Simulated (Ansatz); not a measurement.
The first iterations of a band of CH$_{7}$AlOSi (11 atoms, charge 0, multiplicity 1).

Theory: RKS PBE-D4/def2-SVP in Ansatz.

- movable images: 9
- climbing image: yes
- spring: 5.0 eV/Å²
- optimiser: fire
- start path: through a guess of the saddle point
- force threshold: 0.05 eV/Å
- iteration limit: 60
- end points: relaxed

First end point:

```xyz
11
Properties=species:S:1:pos:R:3
C -1.001 1.360 -0.086
Si 0.541 0.274 -0.170
O 1.402 0.623 1.260
Al -0.057 -2.137 -0.237
H -1.644 1.081 0.773
H -0.704 2.422 0.034
H -1.600 1.271 -1.016
H 1.351 0.701 -1.383
H 2.301 0.254 1.292
H 0.383 -3.135 -1.420
H -0.906 -2.771 0.974
```

Last end point:

```xyz
11
Properties=species:S:1:pos:R:3
C -0.942 1.389 -0.155
Si 0.597 0.278 -0.225
O 1.663 0.582 1.070
Al 0.036 -2.135 -0.252
H -1.588 1.162 0.717
H -0.639 2.455 -0.090
H -1.549 1.261 -1.076
H 1.385 0.684 -1.445
H 1.392 0.163 1.905
H -0.402 -2.950 -1.567
H 0.112 -2.947 1.138
```

| iteration | highest image above the first end (eV) | largest band force component (eV/Å) |
| --- | --- | --- |
| 1 | 0.381 | 4.683 |
| 2 | 0.260 | 3.244 |
| 3 | 0.188 | 2.467 |
| 4 | 0.170 | 0.892 |
| 5 | 0.151 | 1.507 |
| 6 | 0.150 | 1.325 |
| 7 | 0.148 | 0.992 |
| 8 | 0.145 | 0.612 |
| 9 | 0.142 | 0.415 |
| 10 | 0.137 | 0.381 |
| 11 | 0.137 | 0.376 |
| 12 | 0.135 | 0.367 |
| 13 | 0.133 | 0.354 |
| 14 | 0.131 | 0.336 |
| 15 | 0.128 | 0.320 |

Q: Does the band converge within its limit, and where does its top end?

A: The forces met the threshold. It ended after 45 iterations with the highest image 0.032 eV above the first end. The order of the stationary point at the top wasn't checked.

Run time: 6.3 min on 2 threads of Intel(R) Xeon(R) Platinum 8488C (Sapphire Rapids), on a shared host, peak memory 0.16 GiB.
